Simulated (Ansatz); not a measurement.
Coupled-cluster run, `[SiH3][N]([SiH3])[SnH3]`.

```yaml
crystal:
  periodic: [false, false, false]
  atoms:
    - {symbol: Si, position_ang: [-0.891994, 1.217087, -0.942865]}
    - {symbol: N, position_ang: [0.077266, 0.111541, -0.037660]}
    - {symbol: Si, position_ang: [1.090608, 0.646823, 1.253740]}
    - {symbol: Sn, position_ang: [-0.184052, -1.901576, -0.324201]}
    - {symbol: H, position_ang: [-1.131683, 0.660001, -2.302598]}
    - {symbol: H, position_ang: [-2.227664, 1.462563, -0.325778]}
    - {symbol: H, position_ang: [-0.191449, 2.524826, -1.048646]}
    - {symbol: H, position_ang: [0.377202, 0.725658, 2.561373]}
    - {symbol: H, position_ang: [2.215521, -0.313607, 1.423707]}
    - {symbol: H, position_ang: [1.623911, 2.000132, 0.943514]}
    - {symbol: H, position_ang: [-0.581082, -2.093887, -1.968020]}
    - {symbol: H, position_ang: [-1.450463, -2.442564, 0.684964]}
    - {symbol: H, position_ang: [1.294480, -2.631598, 0.097270]}
basis:
  gaussian: {orbitals: def2-SVP}
correlation: {method: ccsd_t}
```

```sh
$ ansatz run in.yaml --threads 4 --pin off --events-out ev --progress --plain --max-ram 10444MiB
```

Output of Ansatz, abridged:

```
Functional definition: HF
1273 factors; integrals over basis functions are off by at most 1.1e-3 eV
mean field evaluation 1: about -23145.3139 eV, gradient 3.3e1 eV
mean field evaluation 2: about -23145.3235 eV, gradient 3.3e1 eV
mean field evaluation 4: about -23148.3600 eV, gradient 3.8e0 eV
mean field evaluation 8: about -23148.4129 eV, gradient 6.4e-5 eV
mean field -23148.41289790 eV, -850.6884834400 hartree, gradient 1.2e-6 eV, S^2 0.000000; 0 other end points of the search recorded, 0 dependent functions left out
15 core orbitals not correlated: weight in the atoms' cores, before any rotation towards them, 1.000 or more for the frozen orbitals, at most 0.000 for the correlated occupied ones
reference -23148.41289790 eV, -850.6884834400 hartree; 18, 18 occupied and 88, 88 virtual orbitals, 1273 factors
second order -13.47852101 eV of doubles, -0.00000000 eV of singles
cycle   1  -14.65657080 eV  change    -1.2e0 eV  update   1.1e-1
cycle   2  -15.24755625 eV  change   -5.9e-1 eV  update   3.2e-2
cycle   3  -15.34468633 eV  change   -9.7e-2 eV  update   1.4e-2
cycle   4  -15.33852768 eV  change    6.2e-3 eV  update   3.3e-3
cycle   5  -15.33806501 eV  change    4.6e-4 eV  update   1.1e-3
cycle   6  -15.33780926 eV  change    2.6e-4 eV  update   2.8e-4
cycle   7  -15.33773004 eV  change    7.9e-5 eV  update   9.8e-5
cycle   8  -15.33775157 eV  change   -2.2e-5 eV  update   3.7e-5
perturbative correction -0.41909371 eV, -0.0154014097 hartree
Total energy: -23164.16974318 eV, -851.2675368237 hartree
```

Hardware: 4 threads of an Arm Neoverse V1 on a shared host. Wall time 11 s, peak host memory 0.69 GiB.

MP2 recovers 85.5 % of the CCSD(T) correlation energy and the triples give 2.7 %; T1 = 0.0107.
